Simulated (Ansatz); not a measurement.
Ideal-gas functions of AlClFHS, SMILES `[F][Al]([SH])[Cl]` at 800 K and 1 bar, from an Ansatz frequency run at PBE0-D4/def2-TZVP.

Molar mass 114.51 g/mol, point group Cs (symmetry number 1), electronic degeneracy 1, moments of inertia 112.032, 233.456, 345.488 u Å². Harmonic wavenumbers (cm⁻¹, unscaled): 136, 193, 223, 267, 420, 590, 692, 881, 2707.

Use S(trans) = R[1.5 ln M + 2.5 ln T − 1.1517]; rotational temperatures θ = 24.2544 K / I; S(rot) = R[ln(√π/σ · √(T³/θAθBθC)) + 1.5]; for each mode x = 1.438777 ν̃/T, S = R[x/(eˣ − 1) − ln(1 − e⁻ˣ)] and H = RT x/(eˣ − 1); 1 cm⁻¹ = 0.0119627 kJ/mol; R = 8.31446 J/(mol·K).

Question: By hand: the entropy, in J/(mol·K).

Answer: Translation 188.5. Rotation: θ = 0.2165, 0.1039, 0.0702 K, giving 127.4. Vibration, mode by mode: 20.04, 17.15, 15.97, 14.49, 10.84, 8.20, 7.01, 5.31, 0.38, in all 99.4. Electronic 0.0. Sum 415.3 J/(mol·K).

Question: By hand: H − E and G − E in kJ/mol, counted from the electronic energy.

Answer: Zero-point energy ½ × 6109 × 0.0119627 = 36.5; thermal vibration 36.5; translation, rotation and pV give 4 RT = 26.6. H − E = 99.6 kJ/mol, and G − E = 99.6 − 800 × 415.3/1000 = -232.6 kJ/mol.

Vibration gives 24 % of the entropy, 20.0 J/(mol·K) of it from the mode under 150 cm⁻¹: soft modes count most, and the harmonic formula is weakest for them. The sum counts one conformer and one mirror image; others add a mixing term.
